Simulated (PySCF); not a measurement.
Gas-phase reaction: 2 SnCl4 = 2 SnCl3 + Cl2

Energies from PySCF, thermal terms from the rigid-rotor harmonic-oscillator model, ideal gas at 1 bar. † marks an energy on the PBE0/def2-TZVP geometry and frequencies; other levels use their own. Open shells (unrestricted): SnCl3 (multiplicity 2); the rest are closed-shell singlets. Sn: scalar-relativistic def2 core potential, no spin-orbit coupling. SnCl3: computed as isolated molecules; such fragments, hydroxides, amides, oligomers or adducts are transient or little studied in the gas. The harmonic model lacks anharmonicity and excited electronic states, which grow with temperature; levels with a mode under 35 cm⁻¹ are left out. Soft modes under 120 cm⁻¹ make the harmonic entropy rough for SnCl4, SnCl3.

| level | ΔE electronic, kJ | ΔH°(298 K), kJ | ΔS°(298 K), J/K | ΔG°(2000 K), kJ |
|---|---|---|---|---|
| BLYP/def2-TZVP† | 355 | 350 | 190 | -5 |
| HF/def2-TZVP† | 430 | 425 | 190 | 70 |
| PBE0/def2-SVP† | 440 | 435 | 190 | 80 |
| PBE0/def2-TZVP | 428 | 424 | 190 | 68 |
| ωB97M-V/def2-TZVP† | 456 | 451 | 190 | 96 |
| ωB97X-V/def2-TZVP† | 473 | 468 | 190 | 113 |
ΔH° is lowest at BLYP/def2-TZVP† and highest at ωB97X-V/def2-TZVP†. No reference value is set beside these.
